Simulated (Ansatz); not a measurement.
Start from `C[NH][Ga]([F])[F]` and change one atom or group to get `[NH2][Ga]([F])[F]`.

Ansatz, PBE0-D4/def2-TZVP geometries, multiplicity 1. Each molecule was computed in one conformer, which needn't be the lowest.

Scalar relativity is left out up to krypton.

| property | `C[NH][Ga]([F])[F]` |
| --- | --- |
| HOMO energy (PBE0/def2-TZVPP) / eV | -7.47 |
| size of the dipole moment (B3LYP/def2-TZVPP) / D | 3.42 |
| LUMO energy (PBE0/def2-TZVPP) / eV | -1.05 |
| HOMO energy (ωB97M-V/def2-TZVPP) / eV | -9.81 |
| LUMO energy (PBE/def2-TZVPP) / eV | -2.03 |
| LUMO energy (B3LYP/def2-TZVPP) / eV | -1.44 |

(1) What does the change do to each property? (An estimate is asked.)

Answers

(1) The calculation gave: 
```json
{"property": "HOMO energy (PBE0/def2-TZVPP) / eV", "`[NH2][Ga]([F])[F]`": "-8.33", "shift": "-0.86"}
{"property": "size of the dipole moment (B3LYP/def2-TZVPP) / D", "`[NH2][Ga]([F])[F]`": "3.30", "shift": "-0.12"}
{"property": "LUMO energy (PBE0/def2-TZVPP) / eV", "`[NH2][Ga]([F])[F]`": "-1.15", "shift": "-0.10"}
{"property": "HOMO energy (ωB97M-V/def2-TZVPP) / eV", "`[NH2][Ga]([F])[F]`": "-10.74", "shift": "-0.93"}
{"property": "LUMO energy (PBE/def2-TZVPP) / eV", "`[NH2][Ga]([F])[F]`": "-2.12", "shift": "-0.09"}
{"property": "LUMO energy (B3LYP/def2-TZVPP) / eV", "`[NH2][Ga]([F])[F]`": "-1.55", "shift": "-0.11"}
```

With PBE0 the HOMO falls by 0.86 eV and the LUMO falls by 0.10 eV, so the gap widens by about 0.76 eV. PBE moves the HOMO by -0.77 eV and ωB97M-V by -0.93 eV. The zero-point energy changes by -75.7 kJ/mol with -9 modes. Dipoles are sizes alone; their direction can turn.

B3LYP here is the variant with VWN-RPA as its local correlation; programs differ in this.
